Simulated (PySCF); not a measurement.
Stepwise substitution at one centre (Sn OCH3-SiH3). Gas-phase values, no solvent. One relaxed conformer stands for each flexible species; it need not be the lowest. Strings in code marks are SMILES.

Quantity: redistribution energy (mixed species minus the weighted end members), in kcal/mol.

A: 3 of 4 OCH3 replaced by SiH3: `C[O][Sn]([SiH3])([SiH3])[SiH3]` (C–O–Sn–Si torsion 61°)
B: 1 of 4 OCH3 replaced by SiH3: `C[O][Sn]([SiH3])([O]C)[O]C`
C: 2 of 4 OCH3 replaced by SiH3: `C[O][Sn]([SiH3])([SiH3])[O]C` (C–O–Sn–Si torsion 45°, Si–Sn–O–C torsion -179°)

Put the candidates in order of redistribution energy (mixed species minus the weighted end members), lowest first, for PBE-D3(BJ)/def2-TZVP // PBE0-D4/def2-SVP (PySCF).

B (-2.12 kcal/mol), C (0.08 kcal/mol), A (2.98 kcal/mol)
